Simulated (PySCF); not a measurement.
Molecular orbitals of SmH

BHandHLYP at R = 2.109 Å; Sm x2c-TZVPPall, H x2c-TZVPPall; spin-free X2C with a Gaussian nucleus (PySCF 2.14). State: octet, about 6.0 electrons in the 4f shell (Mulliken), real f orbitals that mix terms. Only the outer orbitals are listed, counted within each symmetry.

```csv
spin,orbital,occ.,ε (eV),on Sm (%),main shells (%)
α,7π,1,-8.22,100,100 Sm f
α,7π,1,-8.22,100,100 Sm f
α,3δ,1,-8.21,100,100 Sm f
α,12σ,1,-7.66,67,"59 Sm f, 33 H s"
α,1φ,1,-7.46,100,100 Sm f
α,1φ,1,-7.46,100,100 Sm f
α,13σ,1,-6.89,65,"40 Sm f, 35 H s, 11 Sm d"
α,14σ,1,-4.18,98,"71 Sm s, 14 Sm p, 14 Sm d"
α,8π,0,-0.46,100,"84 Sm p, 16 Sm d"
α,8π,0,-0.46,100,"84 Sm p, 16 Sm d"
α,15σ,0,-0.20,99,"57 Sm p, 41 Sm d"
β,6π,1,-24.43,100,100 Sm p
β,6π,1,-24.43,100,100 Sm p
β,11σ,1,-24.21,99,99 Sm p
β,12σ,1,-6.75,33,"67 H s, 17 Sm s, 11 Sm d"
β,13σ,0,-1.35,96,"71 Sm s, 19 Sm p"
β,7π,0,-0.02,100,"92 Sm p, 8 Sm d"
β,7π,0,-0.02,100,"92 Sm p, 8 Sm d"
```

**Question.** Which are the highest filled and the lowest empty level, where do they sit, and how wide is the gap?

**Answer.** Highest filled α 14σ at -4.18 eV (in %: 71 Sm s, 14 Sm p, 14 Sm d); lowest empty β 13σ at -1.35 eV (in %: 71 Sm s, 19 Sm p); the gap at BHandHLYP is 2.83 eV.

- bond order (Mayer): 0.84
- ⟨S²⟩: 15.757
- charge on Sm (Mulliken, basis-dependent): 0.39
- charge on Sm (Löwdin, basis-dependent): 0.28
- dipole moment (positive dipole means Sm(−)H(+)): -3.53 D

Spin–orbit coupling is left out. The state is the lowest single determinant that the PBE0 search found; with open d or f shells the true ground state can be another one.
